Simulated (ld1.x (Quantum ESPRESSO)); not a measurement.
# Transferability test, PAW potential for iridium (Ir)

```json
{"Element": "Ir", "Generator": "ld1.x (Quantum ESPRESSO) 7.5", "Type": "PAW", "Functional": "PBE", "Relativity": "scalar-relativistic", "Frozen core": "[Xe] 4f14", "Valence charge": "9", "Reference configuration": "5d8 6s1 6p0", "Partial waves": "6s (bound): rcut 2.20, rcutus 2.50 bohr; 6s channel at 3.2 Ry: rcut 2.20, rcutus 2.50 bohr; 6p (bound, empty): rcut 3.85, rcutus 4.35 bohr; 6p channel at 1.8 Ry: rcut 3.85, rcutus 4.35 bohr; 5d (bound): rcut 1.65, rcutus 1.90 bohr; 5d channel at 0.15 Ry: rcut 1.65, rcutus 1.90 bohr", "Local potential": "all-electron potential smoothed inside 1.95 bohr (lloc = -1)", "Core correction": "a·sin(br)/r model core, default radius (ld1.x builds one for every PAW set, though the input has nlcc=.false.)", "Augmentation charge": "GAUSS, radius 1.70 bohr"}
```

Energies are relative to the spin-unpolarised reference configuration 5d8 6s1 6p0; without spin polarisation the order of configurations can differ from experiment.

```tsv
valence configuration	charge	ΔE all-electron (eV)	error AE − PS (meV)
5d7 6s2 6p0	0	0.334	-17
5d7 6s1 6p0	+1	10.213	-27
5d7 6s0 6p0	+2	27.682	-59
5d7 6s1 6p1	0	5.649	-6.7
5d7.5 6s1.5 6p0	0	0.048	-2.8
5d7 6s0 6p1	+1	16.684	-20
```

(1) What are ΔE and the potential's error for 5d7 6s1.5 6p0?

Note: ghost state, extra bound levels that the all-electron valence spectrum of the same l lacks: s at -26.6 eV. A true bound ghost makes a file unfit for plane-wave use.

## Answers

(1) ΔE = 4.368 eV all-electron; the error (AE − PS) is -20 meV.
